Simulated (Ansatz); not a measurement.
**H4O3Si: where a starting geometry ends**

The starting geometry of this gas-phase triplet was optimised with GFN2-xTB as a singlet; its bonds are those of `O[SiH](O)O`.

```csv
atom,x (Å),y (Å),z (Å)
O,0.0858,1.8349,1.5681
O,2.6764,2.2733,1.3350
O,1.5237,0.3999,-0.1143
Si,1.5277,1.1274,1.3369
H,0.0176,2.5556,2.1861
H,1.7852,0.1546,2.3897
H,3.5049,2.0963,0.9018
H,0.7388,-0.0565,-0.4002
```

Where would you expect an optimisation with PBE0-D3(BJ)/def2-SVP to take it?

It falls apart into H3O3Si + H. Contacts that open: O3–H8 (0.95 → 3.26 Å).

The energy falls by 3.25 eV over 42 steps:

```csv
step,E − E(last) (eV)
1,3.249
6,0.218
10,0.034
15,0.004
19,0.003
24,0.001
28,0.000
33,0.000
37,0.000
42,0.000
```

Final geometry (Å):

```tsv
atom	x (Å)	y (Å)	z (Å)
O	0.2382	1.4066	1.7741
O	2.5957	2.5497	1.4450
O	2.2735	0.1368	0.2760
Si	1.8381	1.0878	1.5934
H	-0.1041	2.1860	1.3256
H	2.2520	0.2076	2.7144
H	3.4890	2.5369	1.0877
H	-0.7222	0.2740	-1.0130
```

No frequencies were run, so the end isn't proven a minimum. Open shells are spin-unrestricted. The triplet needn't be the ground state. Run with Ansatz 0.2.0, 4.2 min on 2 threads of Arm Neoverse N1 (shared host).
